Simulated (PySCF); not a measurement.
Computed with PySCF 2.14.0 with PBE-D3(BJ)/def2-TZVP // B3LYP-D3(BJ)/def2-SVP. All species are isolated molecules in the gas phase. One relaxed conformer stands for a flexible species; it need not be the lowest. Excitations are Tamm–Dancoff values on a coarser integration grid. The basis has no diffuse functions, so Rydberg states are missing or too high.

Reference species: [Al(H)3(H2O)] (neutral, multiplicity 1).

S1 excitation (TDA): 4.70 eV
LUMO: -1.64 eV

Changed species: [Al(H)3(NH3)] (adduct with NH3; the reference has adduct with H2O).

**Question.** Give the shifts of the S1 excitation (TDA) and LUMO.

**Answer.** the S1 excitation (TDA) rises by 0.30 eV, to 5.00 eV; the LUMO increases by 0.45 eV, to -1.19 eV.
